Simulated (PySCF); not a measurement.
**Predicted spectroscopic data**

Level of theory: NMR shieldings at PBE0/pcSseg-1/GIAO, coordinates at the GFN2-xTB level, in PySCF 2.14.0 with density-fitted response routines (no relativistic terms, a single conformation, equivalent nuclei averaged, isolated molecule).

δ = σ(ref) − σ, references computed at the same level: ¹H, ¹³C vs TMS. Splittings of carbon signals by F and P are missing where no couplings were computed. Where no couplings were computed, multiplicities follow the n + 1 count of equivalent neighbours, and m marks all less simple cases (inequivalent or close neighbours, rings, F or P nearby). Shifts are as computed. Against solution values, carbons near 30 ppm lie about +3 ppm off and those near 130 ppm about +5 ppm. Of 1309 compounds with measured shifts, 239 miss one by over three times the rms of a fit or turn the order of signals round; such compounds aren't used in these exercises.

Compound 1 (C$_{8}$H$_{8}$F$_{2}$). ¹H NMR (400 MHz, computed): δ 6.48 (m, 1H), 5.90 (m, 2H), 5.39 (m, 1H), 5.39 (m, 1H), 3.34 (d, 2H), 1.57 (t, 1H). ¹³C{¹H} NMR (computed): δ 168.2, 146.1, 128.0, 123.5, 88.0, 84.2, 77.7, 25.7. Structure: SMILES C#CCC(=C)/C=C(/F)CF.

Compound 2 (C$_{8}$H$_{11}$FSi). ¹H NMR (400 MHz, computed): δ 7.22 (m, 1H), 6.90 (d, 1H), 6.20 (m, 1H), 5.16 (m, 1H), 4.79 (m, 1H), 4.75 (m, 1H), 3.50 (m, 1H), 2.58 (m, 1H), 2.42 (m, 1H), 1.96 (m, 1H), 1.58 (m, 1H). ¹³C{¹H} NMR (computed): δ 156.2, 154.2, 150.1, 133.8, 89.9, 50.2, 30.7, 22.4. Structure: `F[C@@H]1CC[C@@H]1C1=CC=C[SiH2]1`.
